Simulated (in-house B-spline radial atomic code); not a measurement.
Relativistic effects in neutral aluminium, [Ne] 3s2 3p1: non-relativistic Hartree-Fock (point nucleus) against Dirac-Hartree-Fock (Fermi nucleus of rms radius 3.061 fm), both averages of the configuration, computed with an all-electron radial atomic-structure program (B-spline basis).

```tsv
orbital	ε NR (Eh)	ε Dirac (Eh)	<r> NR (bohr)	<r> Dirac (bohr)	change of <r> (%)
1s1/2	-58.501	-58.634	0.1203	0.1199	-0.3
2s1/2	-4.9107	?	0.62	?	?
2p1/2	-3.2183	-3.2283	0.6005	0.5987	-0.3
2p3/2	-3.2183	-3.2109	0.6005	0.6008	0.0
3s1/2	-0.39342	?	2.599	?	?
3p1/2	-0.20995	-0.20994	3.434	3.431	-0.1
3p3/2	-0.20995	-0.20941	3.434	3.438	+0.1
```

(1) What happens to 2s1/2?

(2) What happens to 3s1/2?

(3) What explains the pattern of contraction and expansion?

(4) By how much does the total energy change?

Results:

(1) Its energy goes to -4.9293 hartree and <r> to 0.6182 bohr (-0.29 %).

(2) Its energy goes to -0.39445 hartree and <r> to 2.594 bohr (-0.20 %).

(3) Expansion is seen in 3p3/2. The s and p1/2 orbitals contract directly, screen the nucleus better, and so push out orbitals that have little density near the nucleus; spin-orbit coupling adds to this for j = l + 1/2 and opposes it for j = l - 1/2.

(4) By -0.45404 hartree, from -241.877 to -242.331.
